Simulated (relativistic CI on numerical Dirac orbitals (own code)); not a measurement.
**Line list: Forbidden lines, Pb8+**

These numbers are calculated, not measured: Dirac-Coulomb-Breit CI, orbitals from a KLI potential per configuration, a model potential for QED, unscaled Slater integrals (own radial code, finite nucleus).

CI space (outside the closed core [Kr] 4d10 4f14): 5s2 5p6 5d6, 5s2 5p6 5d5 6s, 5s2 5p6 5d5 5f, 5s2 5p5 5d7, 5s2 5p6 5d4 6s2, 5s2 5p6 5d5 6p, 5s2 5p6 5d5 5g, 5s2 5p6 5d4 6s 6p, 5s2 5p4 5d8, 5s2 5p6 5d5 6d, 5s2 5p6 5d4 6p2, 5s2 5p6 5d5 7p, 5s 5p5 5d8. Levels of other configurations are missing.

```tsv
λ vac (Å)	Lower	Upper	Type	A (s⁻¹)	E lower (eV)	E upper (eV)
1679.3	5s2 5p6 5d6 5D_4 [1]	5s2 5p6 5d6 3D_3 [18]	M1	9.37e+01	0.0000	7.3831
1778.3	5s2 5p6 5d6 5D_4 [1]	5s2 5p6 5d6 3F_4 [16]	M1	7.88e+01	0.0000	6.9722
1814.7	5s2 5p6 5d6 3P_2 [2]	5s2 5p6 5d6 1F_3 [20]	M1	2.57e+01	1.0680	7.9002
2111.9	5s2 5p6 5d6 5D_3 [3]	5s2 5p6 5d6 1F_3 [20]	M1	1.22e+02	2.0295	7.9002
2198.8	5s2 5p6 5d6 3P_2 [2]	5s2 5p6 5d6 3D_2 [15]	M1	8.78e+01	1.0680	6.7067
2315.9	5s2 5p6 5d6 5D_3 [3]	5s2 5p6 5d6 3D_3 [18]	M1	1.26e+02	2.0295	7.3831
2426.0	5s2 5p6 5d6 5D_4 [1]	5s2 5p6 5d6 3F_3 [10]	M1	1.41e+02	0.0000	5.1107
2508.4	5s2 5p6 5d6 5D_3 [3]	5s2 5p6 5d6 3F_4 [16]	M1	2.09e+01	2.0295	6.9722
2562.0	5s2 5p6 5d6 1G_4 [6]	5s2 5p6 5d6 3G_3 [21]	M1	1.18e+02	3.3279	8.1672
2650.8	5s2 5p6 5d6 5D_3 [3]	5s2 5p6 5d6 3D_2 [15]	M1	3.93e+01	2.0295	6.7067
2784.7	5s2 5p6 5d6 5D_4 [1]	5s2 5p6 5d6 3G_5 [7]	M1	4.01e+01	0.0000	4.4523
2876.4	5s2 5p6 5d6 3P_2 [2]	5s2 5p6 5d6 3F_2 [11]	M1	4.38e+01	1.0680	5.3783
2887.1	5s2 5p6 5d6 5D_0 [4]	5s2 5p6 5d6 3D_1 [13]	M1	1.24e+02	2.2684	6.5628
3057.4	5s2 5p6 5d6 1G_4 [6]	5s2 5p6 5d6 3D_3 [18]	M1	8.29e+01	3.3279	7.3831
3066.8	5s2 5p6 5d6 3P_2 [2]	5s2 5p6 5d6 3F_3 [10]	M1	2.69e+01	1.0680	5.1107
3194.5	5s2 5p6 5d6 3P_2 [2]	5s2 5p6 5d6 5D_2 [9]	M1	1.36e+02	1.0680	4.9491
3402.1	5s2 5p6 5d6 1G_4 [6]	5s2 5p6 5d6 3F_4 [16]	M1	2.29e+02	3.3279	6.9722
3402.9	5s2 5p6 5d6 5D_1 [5]	5s2 5p6 5d6 1S_0 [12]	M1	8.15e+02	2.5996	6.2431
3702.3	5s2 5p6 5d6 5D_3 [3]	5s2 5p6 5d6 3F_2 [11]	M1	3.71e+02	2.0295	5.3783
3725.6	5s2 5p6 5d6 5D_4 [1]	5s2 5p6 5d6 1G_4 [6]	M1	2.54e+02	0.0000	3.3279
3808.2	5s2 5p6 5d6 1G_4 [6]	5s2 5p6 5d6 3H_4 [14]	M1	1.89e+02	3.3279	6.5836
4023.8	5s2 5p6 5d6 5D_3 [3]	5s2 5p6 5d6 3F_3 [10]	M1	4.95e+01	2.0295	5.1107
4074.0	5s2 5p6 5d6 3G_5 [7]	5s2 5p6 5d6 3H_5 [19]	M1	8.20e+01	4.4523	7.4956
4246.6	5s2 5p6 5d6 5D_3 [3]	5s2 5p6 5d6 5D_2 [9]	M1	1.60e+02	2.0295	4.9491
4266.0	5s2 5p6 5d6 3H_6 [8]	5s2 5p6 5d6 3H_5 [19]	M1	1.49e+02	4.5892	7.4956
4920.1	5s2 5p6 5d6 3G_5 [7]	5s2 5p6 5d6 3F_4 [16]	M1	1.04e+02	4.4523	6.9722
5094.0	5s2 5p6 5d6 5D_2 [9]	5s2 5p6 5d6 3D_3 [18]	M1	7.58e+01	4.9491	7.3831
5277.1	5s2 5p6 5d6 5D_1 [5]	5s2 5p6 5d6 5D_2 [9]	M1	7.98e+01	2.5996	4.9491
6109.1	5s2 5p6 5d6 5D_4 [1]	5s2 5p6 5d6 5D_3 [3]	M1	1.24e+02	0.0000	2.0295
8094.8	5s2 5p6 5d6 3P_2 [2]	5s2 5p6 5d6 5D_1 [5]	M1	9.35e+01	1.0680	2.5996
```

Terms are leading LS components. Brackets give the number of a level in order of energy, since labels repeat. The list gives strong lines, with weight on those to low levels, among the lowest 200 of 2899 levels, so that lines to higher ones, which can be the strongest, are missing. Levels whose partners in the same complex of configurations lie outside the list can be far off, and so can their lines. Rates are taken at the computed energies, electric ones in the length gauge.

At this charge configurations can still be misplaced by up to about 7 % of their energy. Terms inside the open d or f shell come out 10 to 20 % too wide with unscaled integrals. Levels and lines within the n = 5 or 6 shells can be off by up to 10 % or somewhat more, and those that change n by about 2 %, since core polarisation is missing.

LS names give the leading component of a level, which can be under half, so a name can repeat, a term be missing and a line seem to break the LS rules.
